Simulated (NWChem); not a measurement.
BH$_{3}$Se; SMILES [SeH]B

All runs: NWChem. Pople sets run with spherical d functions. The geometry was optimised at PBE-D3(BJ)/def2-SVP.

Problem. Order these by “dipole (D)”, lowest first: PBE0/6-31G*; PBE0/STO-3G; PBE0/3-21G.

Solution. PBE0/6-31G* (0.77), PBE0/3-21G (0.88), PBE0/STO-3G (1.20)
